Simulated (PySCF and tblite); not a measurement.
Computed ¹H and ¹³C shifts (ppm) of 4 molecules with 5 carbons each, averaged over conformers at 298.15 K: GIAO B97-2/pcSseg-1 (IEF-PCM, tetrahydrofuran) on GFN2-xTB geometries, unscaled, against TMS (¹H), TMS (¹³C) at the same level; H on other atoms than carbon is left out (PySCF, tblite).

P. ¹H: 3.96 (3H), 1.75 (3H), 1.71 (3H) ¹³C: 161.7 (1C), 89.7 (1C), 56.8 (1C), 18.1 (1C), 17.6 (1C)
Q. ¹H: 4.40 (2H), 3.87 (3H), 2.13 (3H) ¹³C: 171.7 (1C), 125.4 (1C), 56.4 (1C), 38.2 (1C), 18.5 (1C)
R. ¹H: 6.82 (1H), 5.86 (1H), 2.62 (3H) ¹³C: 128.1 (1C), 120.0 (1C), 118.0 (1C), 105.3 (1C), 19.9 (1C)
S. ¹H: 6.86 (1H), 6.07 (1H), 6.06 (1H), 5.45 (1H), 4.08 (1H) ¹³C: 153.8 (1C), 126.2 (1C), 102.0 (1C), 75.3 (1C), 25.2 (1C)

The molecules:
1. C₅H₅NOSe, SMILES N#C[C@H]1C=COC[Se]1
2. C5H6ClNS, SMILES CSc1cc(Cl)c[nH]1
3. C₅H₈N₂O, SMILES CO/C(C)=N/CC#N
4. C5H9FO, SMILES COC(F)=C(C)C

(1) Which spectrum belongs to which molecule?

Unscaled shifts at such levels can be off by 15 ppm or more for ¹³C and 0.8 ppm for ¹H.

For scale, the study of N#C[C@H]1C=COC[Se]1 took 75 s on 1 thread of Arm Neoverse V1, on a host shared with other jobs (rough), launched as `OMP_NUM_THREADS=1 python ens_run.py task.json out`.

Results:

(1) P is 4; Q is 3; R is 2; S is 1.

Assigned:
1. [N:1]#[C:2][C@H:3]1[CH:4]=[CH:5][O:6][CH2:7][Se:8]1: ¹³C: 153.8 (C5), 126.2 (C2), 102.0 (C4), 75.3 (C7), 25.2 (C3) ppm.
2. [CH3:1][S:2][c:3]1[cH:4][c:5]([Cl:6])[cH:7][nH:8]1: ¹³C: 128.1 (C3), 120.0 (C5), 118.0 (C7), 105.3 (C4), 19.9 (C1) ppm.
3. [CH3:1][O:2]/[C:3]([CH3:4])=[N:5]/[CH2:6][C:7]#[N:8]: ¹³C: 171.7 (C3), 125.4 (C7), 56.4 (C1), 38.2 (C6), 18.5 (C4) ppm.
4. [CH3:1][O:2][C:3]([F:4])=[C:5]([CH3:6])[CH3:7]: ¹³C: 161.7 (C3), 89.7 (C5), 56.8 (C1), 18.1 (C7), 17.6 (C6) ppm.
